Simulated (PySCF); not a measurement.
Highest harmonic wavenumber (cm⁻¹) of eight silicon and germanium compounds: PBE-D3(BJ) beside B3LYP-D3(BJ), computed with PySCF for isolated molecules in the bases named; differences from unrounded values. The eight are the first of their class met in an unordered collection, after screening for sound electronic states; none was chosen by its value. Each level has its own optimised geometry.

```tsv
molecule	basis	B3LYP-D3(BJ)	PBE-D3(BJ)	difference
CH9FN2Si2, SMILES N([Si@H](N[SiH3])F)C	def2-SVP	3595	3521	-74
C₄H₁₃NSi, SMILES CC(C)N(C)[SiH3]	def2-SVP	3125	3074	-51
C2H4Cl2Si2, SMILES [SiH3][Si](Cl)(Cl)C#C	def2-SVP	3454	3388	-66
C2H5FOSi2, SMILES [Si@H]1(F)[SiH2]CC1=O	def2-SVP	3118	…	…
C2H6N2OSi, SMILES C[Si@@H](N)N=C=O	def2-SVP	3653	3577	-76
CH₈GeSi, SMILES [SiH3][CH2][GeH3]	def2-SVP	3108	…	…
C2H5FSi2, SMILES [SiH3][Si@@H](C#C)F	def2-SVP	3454	3388	-66
GeF2Cl2, SMILES [F][Ge]([F])([Cl])[Cl]	def2-SVP	763	…	…
```

Task: Some entries are withheld; supply them. (The exact figures need the calculation; the answer reports its results.)

Result: 
- C2H5FOSi2, SMILES [Si@H]1(F)[SiH2]CC1=O, PBE-D3(BJ): 3063
- C2H5FOSi2, SMILES [Si@H]1(F)[SiH2]CC1=O, difference: -55
- CH₈GeSi, SMILES [SiH3][CH2][GeH3], PBE-D3(BJ): 3062
- CH₈GeSi, SMILES [SiH3][CH2][GeH3], difference: -46
- GeF2Cl2, SMILES [F][Ge]([F])([Cl])[Cl], PBE-D3(BJ): 739
- GeF2Cl2, SMILES [F][Ge]([F])([Cl])[Cl], difference: -25

PBE-D3(BJ) lies below B3LYP-D3(BJ) in 8 and above it in 0 of the eight; the mean signed difference is -57 and the largest -76 cm⁻¹.
